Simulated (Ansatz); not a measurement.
Cost and result for the atomization energy of CH8GeO2Si (`C[SiH](O)[GeH2][OH]`) (13 atoms, 12 bonds).

```xyz
13

C     1.2940    0.2728   -1.2901
Si    0.5050   -0.6441    0.1299
O     1.5328   -0.8613    1.4089
Ge   -1.3616    0.5775    0.9851
O    -2.5369    0.7842   -0.3612
H     2.1104   -0.3024   -1.7353
H     0.5478    0.4575   -2.0684
H     1.6893    1.2375   -0.9638
H     0.0202   -1.9653   -0.3779
H     2.2980   -1.4244    1.2838
H    -1.0237    2.0239    1.3850
H    -2.0742   -0.1246    2.1642
H    -3.0012   -0.0312   -0.5602
```

Total charge 0; spin multiplicity 1. Correlated methods include outer-core shells of Ge, which these sets cover unevenly. Scalar relativity is left out up to krypton. The geometry is a stationary point of PBE0-D4/def2-TZVP. It is one conformer, not always the lowest. Program: Ansatz. All runs use 2 threads of an AMD EPYC 7R13 on a shared host and a share of an NVIDIA H100 80 GB. Times are those of one run each, without the atoms' runs, and a repeat can differ threefold. Electronic energies, without spin–orbit coupling; frozen cores. CCSD(T)/CBS adds CCSD(T) − MP2 in def2-TZVPP to the MP2 limit, and its time is that of the two runs behind it. T1 = 0.012. With those shells the extrapolation isn't a true limit. B3LYP takes the VWN-RPA correlation (the form of Gaussian; ORCA's B3LYP/G).

CCSD(T)/CBS is a level of theory with its own doubt, some kJ/mol a heavy atom from the limit and from the frozen cores, so smaller differences don't rank the functionals.

| level | functions | wall time | atomization (kJ/mol) | difference from CCSD(T)/CBS | per bond |
| --- | --- | --- | --- | --- | --- |
| B2PLYP/def2-TZVPP | 295 | 4.1 s | 4433.6 | -81.7 | -6.8 |
| PBE-D4/def2-TZVPP (with forces) | 295 | 5.5 s | 4516.9 | 1.6 | 0.1 |
| r2SCAN-D4/def2-TZVPP (with forces) | 295 | 5.5 s | 4497.5 | -17.8 | -1.5 |
| ωB97X-V/def2-TZVPP | 295 | 6 s | 4510.4 | -4.9 | -0.4 |
| B3LYP-D4/def2-TZVPP (with forces) | 295 | 7 s | 4471.6 | -43.7 | -3.6 |
| MP2/def2-QZVPP | 570 | 7 s | 4515.2 | -0.1 | 0.0 |
| ωB97M-V/def2-TZVPP (with forces) | 295 | 7.5 s | 4489.1 | -26.2 | -2.2 |
| CCSD(T)/def2-TZVPP | 295 | 7.5 s | 4400.2 | -115.1 | -9.6 |
| PBE0-D4/def2-TZVPP | 295 | 9 s | 4448.9 | -66.4 | -5.5 |
| CCSD(T)/CBS(def2) | – | 15 s | 4515.3 | 0.0 | 0.0 |

The D4 term adds +43.2 kJ/mol with B3LYP and +23.0 kJ/mol with PBE0; it sums over pairs of atoms, weighted by their polarisabilities, and B3LYP, whose exchange is more repulsive, gets the larger term. In def2-TZVPP, CCSD(T) changes the Hartree–Fock value by +1153.1 kJ/mol (the triples alone add +58.8 kJ/mol) and MP2 by +1199.9 kJ/mol; breaking electron pairs costs correlation energy, which Hartree–Fock lacks. From PBE to PBE0 (25 % exact exchange), in def2-TZVPP and without D4, the atomization energy moves by −64.1 kJ/mol: exact exchange takes away binding that semilocal exchange gives to molecules.
